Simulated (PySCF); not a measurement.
Polarisability and C₆ of Pt²⁺ (platinum, charge +2)

[Xe] 4f14 5d8, high-spin 3F determinant. All numbers are calculated (PySCF 2.14, a scalar-relativistic core potential, in aug-cc-pVQZ-PP with ECP60MDF (7s7p6d4f3g2h, 135 functions)). Coupled (time-dependent) response in atomic units; α is the mean over directions.

| method | mean α (bohr³) | C₆ (like pair) | S(−4) |
| --- | --- | --- | --- |
| UHF | 8.754 | 56.12 | 16.16 |
| PBE | 9.813 | 63.92 | 22.88 |

S(−4) is the Cauchy moment in α(ω) = α(0) + S(−4) ω² + …

Spin-orbit coupling is absent.

α(iu) at UHF:

```
u (hartree)  α(iu) (bohr³)
          0          8.754
     0.0500          8.714
      0.100          8.597
      0.200          8.182
      0.300          7.623
      0.500          6.442
      0.750          5.191
       1.00          4.231
       1.50          2.922
       2.00          2.112
       3.00          1.226
       5.00         0.5454
```

For an ion, C₆ is the dispersion term alone; charge-induced terms of lower order in 1/R come first.

Energies and moments cover only the electrons outside the core potential. Spin-orbit coupling, absent here, splits the open shell strongly.
